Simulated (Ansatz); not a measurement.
NO, doublet, geometry from GFN2-xTB; PBE/6-311+G(2d,p) in Ansatz (a quantum-chemistry and plane-wave program).

Input for Ansatz:
Ansatz 0.2 input:
```yaml
crystal:
  periodic: [false, false, false]
  atoms:
    - {symbol: N, position_ang: [-0.00000000, -0.00000000, -0.61625478]}
    - {symbol: O, position_ang: [0.00000000, 0.00000000, 0.53922293]}
basis:
  gaussian:
    orbitals: 6-311+G_2d_p_.json
hamiltonian:
  xc: pbe
magnetization: {spin_polarized: true, initial_magnetization: 1}
```
The basis file holds 6-311+G(2d,p) in the JSON format of the Basis Set Exchange.

**Question.** What does Ansatz print? Leave out banner, timings and long lists.

**Answer.** 
```
Functional definition: PBE
397 factors; their error is unknown
mean field evaluation 1: about -3531.0571 eV, gradient 1.7e1 eV
mean field evaluation 2: about -3530.9077 eV, gradient 1.9e1 eV
mean field evaluation 4: about -3532.1447 eV, gradient 1.4e0 eV
mean field evaluation 8: about -3532.1329 eV, gradient 1.1e-2 eV
mean field evaluation 16: about -3532.0475 eV, gradient 4.8e0 eV
mean field -3532.13288187 eV, -129.8034892432 hartree, gradient 8.3e-6 eV, S^2 0.751795; 1 other end points of the search recorded, 0 dependent functions left out
reference -3532.13292057 eV, -129.8034906654 hartree; 8, 7 occupied and 46, 47 virtual orbitals, 397 factors
Total energy: -3532.13292057 eV, -129.8034906654 hartree
```
